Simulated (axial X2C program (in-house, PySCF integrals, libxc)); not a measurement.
## Photoelectron levels of BiS⁻ by EOM-IP-CCSD

Calculated with an axial X2C code built on PySCF integrals: two-component X2C with atomic mean-field Coulomb and Gaunt terms, Gaussian nuclei, basis Bi dyall-acv3z, S dyall-av3z with contracted cores.

R = 2.427 Å (near the PBE0 minimum at charge -1 of the determinant lowest at the starting distance; the state shown can have its own minimum elsewhere).

Vertical detachment energies of BiS⁻ to the states of BiS:

```tsv
Ω of BiS	vertical detachment energy (eV)	above lowest (cm⁻¹)	ionised spinor	one-hole weight
1/2	1.872	0	39% S pπ, 36% Bi pπ, 10% Bi dπ	0.93
3/2	3.125	10106	77% S pπ, 14% Bi pπ	0.91
1/2	3.755	15190	39% S pπ, 26% Bi pπ, 19% S pσ	0.91
1/2	4.803	23637	34% S pσ, 26% Bi pσ, 24% Bi pπ	0.90
```

This point took 17 s on 1 thread of Arm Neoverse N1, on a shared host.

Reference electrons by ω block (each with its −ω partner): 1/2: 30, 3/2: 14, 5/2: 5, 7/2: 1. 12 electrons of BiS⁻ correlated (inner shells frozen), 94 natural virtual spinors (a truncated set); levels can be off by some tenths of an eV. Roots sought by Ω: (1/2: 4, 3/2: 3, 5/2: 1); the list ends where they run out and leaves out roots under 60 % one-particle weight. The solver can skip a root, and states that need a further excitation, which the method places far too high, are missing though they may lie low or lowest. T1 of the reference 0.023 (Lee–Taylor). Number of frozen shells: Bi 5 s, 4 p, 3 d, 1 f; S 2 s, 1 p.
